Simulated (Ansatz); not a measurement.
Relaxation of CH5MgNSi (9 atoms, charge 0, multiplicity 1), to a largest force component of 0.015 eV/Å in at most 40 steps.

Method: RKS B3LYP-D4/6-31G* (Ansatz).

```xyz
9
Properties=species:S:1:pos:R:3:forces:R:3
C -0.072 1.695 -1.459 0.63 0.01 0.02
Mg 1.232 0.473 -0.359 -0.77 -0.24 0.17
N 0.974 -0.982 0.872 0.71 -0.12 0.13
Si 1.634 -2.086 1.828 -0.42 0.30 -0.28
H 0.115 1.641 -2.529 -0.05 0.08 -0.29
H -0.012 2.737 -1.150 -0.06 0.29 -0.02
H -1.080 1.331 -1.262 -0.17 -0.14 0.10
H 3.051 -2.405 2.122 0.33 0.07 -0.05
H 0.803 -3.019 2.605 -0.20 -0.24 0.20
```

Problem. Where does it end, and by what steps?

Solution. The forces met the threshold. The force dipped under the threshold on the way, but the program's further checks kept it going. After 12 steps the energy has fallen by 0.315 eV; Mg2 moved furthest, 0.71 Å.

```tsv
step	energy less start (eV)	largest force component (eV/Å)	accepted
0	0.0000	0.769	yes
1	-0.1382	0.546	yes
2	-0.2174	0.349	yes
3	-0.2689	0.630	yes
4	-0.3121	0.217	yes
5	-0.3147	0.052	yes
6	-0.3151	0.019	yes
7	-0.3152	0.011	yes
8	-0.3153	0.010	yes
9	-0.3150	0.071	no
10	-0.3154	0.017	yes
11	-0.3154	0.018	yes
12	-0.3154	0.014	yes
```

```xyz
9
Properties=species:S:1:pos:R:3
C -0.144 1.768 -1.523
Mg 0.563 0.285 -0.235
N 1.204 -1.063 0.935
Si 1.754 -2.184 1.914
H 0.268 1.659 -2.534
H 0.126 2.772 -1.172
H -1.237 1.741 -1.615
H 3.195 -2.469 2.185
H 0.914 -3.125 2.712
```

Whether the end is a true minimum wasn't checked by a vibrational analysis.

The run took 88 s on 1 thread of Arm Neoverse N1 (shared host), peak memory 0.15 GiB.
